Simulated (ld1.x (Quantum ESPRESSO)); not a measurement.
**Varying the TM potential for zirconium**

Base potential:

* Element: zirconium (Zr)
* Generator: ld1.x (Quantum ESPRESSO) 7.5
* Type: norm-conserving Troullier–Martins (Kleinman–Bylander form)
* Functional: PBEsol
* Relativity: scalar-relativistic
* Frozen core: [Ar] 3d10
* Valence charge: 12
* Reference configuration: 4s2 4p6 4d2 5s2 5p0
* Partial waves: 4p (bound): rc 2.35 bohr; 4d (bound): rc 1.90 bohr; 4s (bound): rc 1.95 bohr
* Local potential: the s channel
* Core correction: none

Occupied shells without a wave of their own: 5s. They enter only through the test configuration that unscreens the potential.

All-electron outer shells of the reference configuration (PBEsol, scalar-relativistic, ld1.x):

```
shell  level (eV)  outermost node (bohr)  outermost maximum (bohr)
   3p     -317.38                   0.18                      0.40
   3d     -174.70                      –                      0.35
   4s      -54.46                   0.55                      1.08
   4p      -32.43                   0.56                      1.17
   5s       -4.46                   1.47                      3.15
   4d       -3.61                   0.58                      1.61
   5p       -1.45                   1.70                      4.10
```

Cutoffs, loose and tight: the cutoffs (Ry, on a coarse ladder) from which the occupation-weighted sum of valence levels, in a spherical-Bessel basis at the reference potential, stays within 10 and 1 mRy of its value at 400 Ry. They do not see the model core or the augmentation charge, which bear on the density cutoff. Test errors are all-electron minus pseudo excitation energies from the reference, over the configurations 4s2 4p6 4d2 5s1 5p0; 4s2 4p6 4d2 5s0 5p0; 4s2 4p6 4d1 5s0 5p0; 4s2 4p6 4d1 5s2 5p1; 4s2 4p6 4d2 5s1 5p1; 4s2 4p6 4d2 5s0 5p1; 4s2 4p6 4d0 5s0 5p0. A dash means not determined; rows that change the core or the reference have their own tests.

| change | outcome | cutoff, loose | cutoff, tight | bound ghosts | largest test error (meV) |
| --- | --- | --- | --- | --- | --- |
| base | generated, misses its reference levels by 0.96 eV | 35 Ry | 50 Ry | none | -6049 |
| wave 4p (bound): rc 2.35 bohr becomes 4p (bound): rc 1.90 bohr | generated, misses its reference levels by 0.96 eV | 35 Ry | 50 Ry | none | -6068 |
| wave 4p (bound): rc 2.35 bohr becomes 4p (bound): rc 2.16 bohr | generated, misses its reference levels by 0.96 eV | 35 Ry | 50 Ry | none | -6054 |
| wave 4p (bound): rc 2.35 bohr becomes 4p (bound): rc 2.42 bohr | generated, misses its reference levels by 0.96 eV | 35 Ry | 50 Ry | none | -6049 |
| wave 4p (bound): rc 2.35 bohr becomes 4p (bound): rc 2.72 bohr | generated, misses its reference levels by 0.96 eV | 35 Ry | 50 Ry | none | -6072 |
| wave 4p (bound): rc 2.35 bohr becomes 4p (bound): rc 2.90 bohr | generated, misses its reference levels by 0.96 eV | 30 Ry | 50 Ry | none | -6092 |
| wave 4p (bound): rc 2.35 bohr becomes 4p (bound): rc 3.18 bohr | generated, misses its reference levels by 0.96 eV | 30 Ry | 50 Ry | none | -6156 |
| wave 4p (bound): rc 2.35 bohr becomes 4p (bound): rc 3.54 bohr | generated, misses its reference levels by 0.96 eV | 30 Ry | 50 Ry | none | -6245 |

Question: What comes out with this change to the base: wave 4p (bound): rc 2.35 bohr becomes 4p (bound): rc 1.58 bohr?

Answer: outcome: generated, misses its reference levels by 0.96 eV; cutoff, loose: 45 Ry; cutoff, tight: 80 Ry; bound ghosts: none; largest test error (meV): -6085.

Reading the sweep of the p radius (base included, trends over the rows without a ghost): The loose cutoff falls from 45 Ry at 1.58 to 30 Ry at 3.54 bohr. A larger radius leaves more room for a smooth pseudo-wave, so fewer plane waves are needed; a smaller one forces it to follow the all-electron wave where it bends sharply. The median size of the test errors (rows with all tests solved) stays near 2218.7 meV.
